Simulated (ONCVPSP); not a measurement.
## Which change was made? (Pt, ONCV)

ONCVPSP 4.0.1 input, shortened (lines: element, Z, core and valence counts, functional; n l f; lmax; l rc ep ncon nbas qcut; lloc lpopt rc5 dvloc0; l nproj debl; icmod fcfact rcfact), PBEsol, fully relativistic:

```
  Pt 78.00   10    4  -116133      upf
    1    0    2.00
    2    0    2.00
    2    1    6.00
    3    0    2.00
    3    1    6.00
    3    2   10.00
    4    0    2.00
    4    1    6.00
    4    2   10.00
    4    3   14.00
    5    0    2.00
    5    1    6.00
    5    2    9.00
    6    0    1.00
    2
    0    1.65    0.00    4    8    7.60
    1    1.70    0.00    4    7    8.50
    2    2.40    0.00    3    8    6.80
    4    5    1.60    0.00
    0    2    3.70
    1    2    3.80
    2    2    0.90
    4    0.60    0.00
```

Open shells are filled in proportion to 2j + 1.

Cutoffs, loose and tight: the cutoffs (Ha) at which the residual kinetic energy of the hardest occupied pseudo-wave falls to 1 and 0.1 mHa per electron. They do not see the model core or the augmentation charge, which bear on the density cutoff. Test errors are all-electron minus pseudo excitation energies from the reference, over the configurations 5s2 5p6 5d9 6s0; 5s2 5p6 5d8 6s0; 5s2 5p6 5d7 6s0; 5s2 5p6 5d9.5 6s0.5; variants that change the core or the reference have their own tests.

The base gives: outcome: generated; cutoff, loose: 21 Ha; cutoff, tight: 27 Ha; bound ghosts: none; GHOST(+) flags above zero: none; largest test error (meV): -713.

Task: After one change the result is: outcome: generated; cutoff, loose: 28 Ha; cutoff, tight: 33 Ha; bound ghosts: none; GHOST(+) flags above zero: s; largest test error (meV): -770. Which change was it?
A. all radii but the core radius scaled by about 1.32 (s 2.18, p 2.24, d 3.16 bohr); local potential polynomial inside 2.10 bohr (lpopt 5, dvloc0 0 Ha)
B. all radii but the core radius scaled by about 0.87 (s 1.44, p 1.48, d 2.08 bohr); local potential polynomial inside 1.38 bohr (lpopt 5, dvloc0 0 Ha)
C. all radii but the core radius scaled by about 1.15 (s 1.90, p 1.96, d 2.78 bohr); local potential polynomial inside 1.86 bohr (lpopt 5, dvloc0 0 Ha)

Result: B. The others give: all radii but the core radius scaled by about 1.15 (s 1.90, p 1.96, d 2.78 bohr); local potential polynomial inside 1.86 bohr (lpopt 5, dvloc0 0 Ha) → outcome: generated; cutoff, loose: 18 Ha; cutoff, tight: 22 Ha; bound ghosts: none; GHOST(+) flags above zero: none; largest test error (meV): -561 | all radii but the core radius scaled by about 1.32 (s 2.18, p 2.24, d 3.16 bohr); local potential polynomial inside 2.10 bohr (lpopt 5, dvloc0 0 Ha) → outcome: generated; cutoff, loose: 18 Ha; cutoff, tight: 22 Ha; bound ghosts: none; GHOST(+) flags above zero: none; largest test error (meV): +198.
